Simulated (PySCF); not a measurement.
## Correlation energy of Mg (magnesium, neutral)

[Ne] 3s2, closed-shell 1S. Calculation: PySCF 2.14, in aug-cc-pVTZ-DK (6s5p3d2f, 50 functions); the spin-free X2C one-electron Hamiltonian (Gaussian nucleus). Frozen: [Ne]; 2 electrons correlated.

With two correlated electrons CCSD is exact within the correlated space (frozen core and kept virtual orbitals).

```tsv
level	correlation energy (mhartree)
CCSD	-33.71
```

Diagnostics: T1 = 0.016, D1 = 0.0230, largest double amplitude 0.083.

Cost of the coupled-cluster step: of the order of 0.8 core-seconds, for 2 correlated electrons.
